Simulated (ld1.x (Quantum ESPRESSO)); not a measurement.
What the settings do to the TM potential of chromium

Base potential:

ld1.x (Quantum ESPRESSO) 7.5 input, shortened:

```
&input
   title='Cr', zed=24., rel=1, dft='PBESOL', iswitch=3,
   config='[Ar] 3d5 4s1 4p0'
 /
 &inputp
   pseudotype=2, tm=.true., lloc=-1, rcloc=2.30,
   nlcc=.false.
 /
3
4S  1  0   1.00   0.00  2.15  2.15  0.0
4P  2  1   0.00   0.00  2.65  2.65  0.0
3D  3  2   5.00   0.00  1.40  1.40  0.0
 &test
   configts(1)='3d5 4s1 4p0'
 /
```

All-electron outer shells of the reference configuration (PBEsol, scalar-relativistic, ld1.x):

```tsv
shell	level (eV)	outermost node (bohr)	outermost maximum (bohr)
3s	-73.77	0.36	0.78
3p	-45.34	0.33	0.80
4s	-4.02	1.12	2.74
3d	-2.93	–	0.84
4p	-0.95	1.25	3.89
```

Cutoffs, loose and tight: the cutoffs (Ry, on a coarse ladder) from which the occupation-weighted sum of valence levels, in a spherical-Bessel basis at the reference potential, stays within 10 and 1 mRy of its value at 400 Ry. They do not see the model core or the augmentation charge, which bear on the density cutoff. Test errors are all-electron minus pseudo excitation energies from the reference, over the configurations 3d5 4s0 4p0; 3d4 4s0 4p0; 3d3 4s0 4p0; 3d5.5 4s0.5 4p0; 3d2 4s0 4p0; 3d6 4s0 4p0; 3d4 4s2 4p0. A dash means not determined; rows that change the core or the reference have their own tests. The largest error is taken over the tests solved by every variant that gives reliable tests at all: 3d2 4s0 4p0; 3d3 4s0 4p0; 3d4 4s0 4p0; 3d5 4s0 4p0; 3d5.5 4s0.5 4p0; 3d6 4s0 4p0.

A true bound ghost makes a file unfit for plane-wave use even where its test errors are small: the radial tests pick states by their node count and pass the ghost by. Where a test does run into it, the solver fails or the error is huge.

```tsv
change	outcome	cutoff, loose	cutoff, tight	bound ghosts	largest test error (meV)
base	generated	100 Ry	120 Ry	none	-1397
local potential all-electron potential smoothed inside 1.16 bohr (lloc = -1)	generated	100 Ry	120 Ry	s, p	-996
local potential all-electron potential smoothed inside 1.56 bohr (lloc = -1)	generated	100 Ry	120 Ry	s	-1069
local potential all-electron potential smoothed inside 1.84 bohr (lloc = -1)	generated	100 Ry	120 Ry	s	-1173
local potential all-electron potential smoothed inside 2.14 bohr (lloc = -1)	generated	100 Ry	120 Ry	none	-1326
local potential all-electron potential smoothed inside 2.70 bohr (lloc = -1)	generated	100 Ry	120 Ry	none	-1688
local potential all-electron potential smoothed inside 2.90 bohr (lloc = -1)	generated	100 Ry	120 Ry	none	-1812
```

Reading the sweep of the rcloc (base included, trends over the rows without a ghost): The loose cutoff stays near 100 Ry. The median size of the test errors (rows with all tests solved) rises from 45.3 meV at 2.14 to 66.9 meV at 2.9 bohr. Bound ghosts are found at 1.16, 1.56, 1.84 bohr.
